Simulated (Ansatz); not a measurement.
Born–Oppenheimer molecular dynamics of H₄InNSi (7 atoms, charge 0, multiplicity 1). It starts at the highest image of a converged band. Of that band: Neighbouring images differ by up to 1.3 eV, so the band resolves the path poorly. A vibrational analysis at the climbing image gives one clearly imaginary mode, 1657i cm⁻¹: a first-order saddle point.

Method: Ansatz 0.2.0, RKS B3LYP-D4/def2-SVP.

| Property | Result |
| --- | --- |
| ensemble | NVE (velocity Verlet) |
| time step | 0.5 fs |
| steps asked | 200 |
| starting velocities drawn for | 100 K |
| seed | 11961 |

Frames 5 fs apart, positions in Å, forces in eV/Å.

Velocities at 30.0 fs (Å/ps):

```
N -18.63 -5.55 -3.46
Si 3.99 0.43 3.36
In 1.02 0.62 0.14
H 9.22 -21.70 11.61
H 16.83 18.74 11.36
H 53.59 3.06 -90.45
H -48.52 -5.35 6.24
```

```xyz
7
Properties=species:S:1:pos:R:3:forces:R:3 time_fs=30.0 energy_less_start_eV=-1.053 T=1720
N -0.850 -0.707 -0.060 1.04 0.75 2.79
Si 0.657 0.814 -0.132 -1.42 -1.64 -0.52
In 0.185 -1.635 1.955 -0.12 0.66 -0.68
H -0.334 -1.196 -0.786 -1.77 -0.53 -0.54
H -0.251 1.623 -1.068 0.36 0.24 0.17
H -1.865 -0.639 0.194 1.17 -0.35 -1.44
H 1.032 -0.258 -1.235 0.74 0.85 0.23
7
Properties=species:S:1:pos:R:3:forces:R:3 time_fs=35.0 energy_less_start_eV=-1.218 T=1980
N -0.897 -0.735 -0.061 -2.22 0.86 1.01
Si 0.671 0.808 -0.117 -1.57 -1.48 0.09
In 0.190 -1.631 1.955 -0.38 0.72 -0.72
H -0.486 -1.325 -0.759 -0.15 -0.47 -0.79
H -0.136 1.747 -0.993 0.05 0.26 0.12
H -1.977 -0.613 -0.334 3.04 -0.18 0.87
H 0.909 -0.193 -1.206 1.23 0.28 -0.59
7
Properties=species:S:1:pos:R:3:forces:R:3 time_fs=40.0 energy_less_start_eV=-1.145 T=1866
N -0.942 -0.756 -0.054 -1.38 -0.39 -2.79
Si 0.671 0.790 -0.101 -1.35 -1.73 -0.16
In 0.194 -1.626 1.953 -0.39 0.73 -0.68
H -0.732 -1.486 -0.804 1.05 0.65 1.19
H -0.003 1.923 -0.883 -0.08 -0.15 0.28
H -1.863 -0.585 -0.654 1.45 0.61 2.39
H 1.062 -0.047 -1.294 0.69 0.27 -0.22
7
Properties=species:S:1:pos:R:3:forces:R:3 time_fs=45.0 energy_less_start_eV=-1.372 T=2210
N -0.990 -0.785 -0.067 0.27 1.97 -1.01
Si 0.661 0.758 -0.087 -0.07 -1.99 -0.66
In 0.198 -1.619 1.950 -0.26 0.87 -0.57
H -0.755 -1.574 -0.664 0.53 -0.31 -0.36
H 0.108 2.061 -0.711 -0.31 -0.58 0.23
H -1.683 -0.314 -0.715 0.33 -0.44 1.37
H 1.364 0.165 -1.417 -0.48 0.48 0.99
7
Properties=species:S:1:pos:R:3:forces:R:3 time_fs=50.0 energy_less_start_eV=-1.052 T=1723
N -1.014 -0.790 -0.086 0.81 2.66 -1.02
Si 0.649 0.708 -0.078 0.46 -1.71 0.50
In 0.201 -1.610 1.946 -0.10 0.94 -0.40
H -0.660 -1.660 -0.563 -1.00 1.37 -0.68
H 0.142 2.077 -0.487 -0.63 -0.31 0.03
H -1.669 -0.089 -0.643 1.23 -2.76 1.04
H 1.569 0.475 -1.337 -0.77 -0.19 0.52
7
Properties=species:S:1:pos:R:3:forces:R:3 time_fs=55.0 energy_less_start_eV=-1.435 T=2309
N -1.004 -0.770 -0.103 1.05 3.79 0.57
Si 0.640 0.644 -0.064 -0.67 -1.19 2.07
In 0.203 -1.599 1.941 0.01 0.76 -0.29
H -0.741 -1.545 -0.653 -0.11 -1.13 -1.70
H 0.034 2.014 -0.249 -0.54 -0.27 0.07
H -1.700 -0.122 -0.542 0.22 -1.38 0.23
H 1.618 0.744 -1.161 0.04 -0.58 -0.96
7
Properties=species:S:1:pos:R:3:forces:R:3 time_fs=60.0 energy_less_start_eV=-1.593 T=2562
N -0.959 -0.723 -0.114 -1.45 0.68 -4.50
Si 0.626 0.570 -0.035 -0.79 -0.23 1.13
In 0.206 -1.587 1.936 0.06 0.34 -0.11
H -0.904 -1.453 -0.944 0.35 1.28 2.01
H -0.188 1.879 0.004 0.24 -0.47 0.01
H -1.869 -0.210 -0.547 2.29 -1.07 1.72
H 1.632 0.883 -1.157 -0.70 -0.53 -0.27
7
Properties=species:S:1:pos:R:3:forces:R:3 time_fs=65.0 energy_less_start_eV=-1.936 T=3084
N -0.910 -0.664 -0.178 -0.56 0.78 0.48
Si 0.606 0.494 0.005 -0.74 0.33 0.52
In 0.208 -1.574 1.930 0.08 0.12 -0.12
H -0.965 -1.227 -0.974 0.90 -2.08 -1.91
H -0.361 1.651 0.262 0.70 0.23 0.01
H -1.906 -0.389 -0.257 0.55 1.02 0.79
H 1.496 0.897 -1.227 -0.94 -0.41 0.24
7
Properties=species:S:1:pos:R:3:forces:R:3 time_fs=70.0 energy_less_start_eV=-1.808 T=2896
N -0.862 -0.612 -0.247 -3.81 -1.57 -0.91
Si 0.579 0.420 0.050 -0.09 0.56 0.83
In 0.211 -1.561 1.924 0.19 -0.11 -0.01
H -0.845 -1.244 -1.119 -0.53 1.09 1.82
H -0.379 1.478 0.526 0.60 0.81 0.17
H -1.928 -0.301 0.058 3.66 -0.94 -1.61
H 1.160 0.824 -1.262 -0.01 0.16 -0.29
7
Properties=species:S:1:pos:R:3:forces:R:3 time_fs=75.0 energy_less_start_eV=-1.559 T=2499
N -0.844 -0.583 -0.332 0.00 1.03 3.01
Si 0.552 0.352 0.101 1.28 1.66 -0.33
In 0.214 -1.548 1.917 0.32 -0.47 0.35
H -0.831 -1.185 -1.070 -1.03 -2.15 -2.42
H -0.252 1.464 0.818 0.45 0.00 -0.25
H -1.588 -0.276 0.252 -1.73 -0.49 -0.70
H 0.812 0.781 -1.335 0.71 0.42 0.35
7
Properties=species:S:1:pos:R:3:forces:R:3 time_fs=80.0 energy_less_start_eV=-1.080 T=1768
N -0.829 -0.565 -0.394 -5.39 -2.55 0.73
Si 0.536 0.298 0.149 2.45 2.59 -1.45
In 0.218 -1.536 1.912 0.26 -0.85 0.64
H -1.018 -1.291 -1.184 0.40 1.99 2.08
H -0.028 1.463 1.051 -0.08 -0.48 -0.65
H -1.662 -0.327 0.267 1.16 -1.09 -2.31
H 0.632 0.833 -1.332 1.21 0.40 0.97
7
Properties=species:S:1:pos:R:3:forces:R:3 time_fs=85.0 energy_less_start_eV=-1.301 T=2103
N -0.870 -0.575 -0.442 -3.57 0.43 3.11
Si 0.539 0.264 0.186 1.53 1.25 -1.69
In 0.223 -1.526 1.908 0.09 -1.19 0.83
H -1.166 -1.202 -1.116 0.83 -1.78 -2.61
H 0.174 1.368 1.147 -0.73 0.11 -0.09
H -1.813 -0.549 0.006 0.86 0.86 0.29
H 0.726 0.978 -1.125 0.99 0.33 0.16
```

Of the whole run (100 fs, mean temperature of the second half 2155 K): The conserved energy stayed within 1.7 meV per atom of its start (net change -0.76 meV per atom), so the integration is sound. The system heated up, since it started high on the potential surface and ran downhill. A run of 0.1 ps of so small a system gives no equilibrium averages. The orbitals stay closed-shell, which can raise the energy where a bond breaks towards radicals; this wasn't checked here.

The run took 8.8 min on 1 thread of Arm Neoverse V2, on a shared host, peak memory 0.16 GiB.
